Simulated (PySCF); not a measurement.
## Correlation energy of Si²⁺ (silicon, charge +2)

[Ne] 3s2, closed-shell 1S. Calculation: PySCF 2.14, in cc-pVTZ-DK; scalar relativity by spin-free X2C-1e. Frozen: [Ne]; 2 electrons correlated.

Total MP2 correlation energy: -31.57 mhartree.

Same-spin part 0.00 and opposite-spin part -31.57 mhartree; SCS-MP2 scales them by 1/3 and 6/5 to -37.88 mhartree.

With two correlated electrons CCSD is exact within the correlated space (frozen core and kept virtual orbitals).

```tsv
level	correlation energy (mhartree)
CCSD	-44.48
```

Diagnostics: T1 = 0.0058, D1 = 0.0082, largest double amplitude 0.115.

Cost of the coupled-cluster step: 0.09 s of wall time on 1 thread of Neoverse-V1 (shared host), for 2 correlated electrons.

Iterations:

```
CC2 = 0
CCSD nocc = 1, nmo = 29
frozen orbitals [0, 1, 2, 3, 4]
max_cycle = 100
direct = 0
conv_tol = 1e-08
conv_tol_normt = 1e-06
diis_space = 8
diis_start_cycle = 0
Init t2, MP2 energy = -288.62920463725  E_corr(MP2) -0.0315688014958551
Init E_corr(CCSD) = -0.0315688014961971
cycle = 1  E_corr(CCSD) = -0.039230629150082  dE = -0.00766182765  norm(t1,t2) = 0.0457207
cycle = 2  E_corr(CCSD) = -0.0421228609073878  dE = -0.00289223176  norm(t1,t2) = 0.0204821
cycle = 3  E_corr(CCSD) = -0.0444855201657375  dE = -0.00236265926  norm(t1,t2) = 0.00961521
cycle = 4  E_corr(CCSD) = -0.0444705983002209  dE = 1.49218655e-05  norm(t1,t2) = 0.000430044
cycle = 5  E_corr(CCSD) = -0.0444776296210201  dE = -7.0313208e-06  norm(t1,t2) = 2.79142e-05
cycle = 6  E_corr(CCSD) = -0.0444754344237972  dE = 2.19519722e-06  norm(t1,t2) = 6.78698e-06
cycle = 7  E_corr(CCSD) = -0.0444758095485713  dE = -3.75124774e-07  norm(t1,t2) = 1.41613e-06
cycle = 8  E_corr(CCSD) = -0.0444757773657022  dE = 3.21828692e-08  norm(t1,t2) = 1.33611e-07
cycle = 9  E_corr(CCSD) = -0.0444757758335375  dE = 1.53216473e-09  norm(t1,t2) = 9.31316e-09
CCSD converged
E(CCSD) = -288.6421116115877  E_corr = -0.04447577583353746
```
